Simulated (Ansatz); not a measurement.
IrO2, SMILES [O]=[Ir]=[O] (connectivity only; charge and spin as stated), neutral, multiplicity 2. Atoms are numbered in the order given.

```xyz
3

Ir     0.0000     0.0000     0.0000
O      0.0000     0.0000     1.6985
O      0.0000     0.0000    -1.6985
```
Charge 0, spin multiplicity 2.

Geometry: r2SCAN-D4/def2-TZVP. The spin state was assumed, not searched. The def2 effective core potentials stand for the cores of Ir; spin–orbit coupling is left out.

Two levels are set side by side: PBE-D3(BJ)/def2-TZVP (Ansatz, a program for electronic structure) and r2SCAN-D4/def2-TZVP (Ansatz). Each level has its own optimised geometry; the coordinates shown are those of the second. Differences are taken from unrounded values.

| quantity | r2SCAN-D4 | PBE-D3(BJ) | PBE-D3(BJ) minus r2SCAN-D4 |
|---|---|---|---|
| mean bond length (Å) | 1.698 | 1.710 | 0.012 |
| bond Ir1–O2 (Å) | 1.698 | 1.710 | 0.012 |
| bond Ir1–O3 (Å) | 1.698 | 1.710 | 0.012 |

On these quantities the two levels nearly agree.
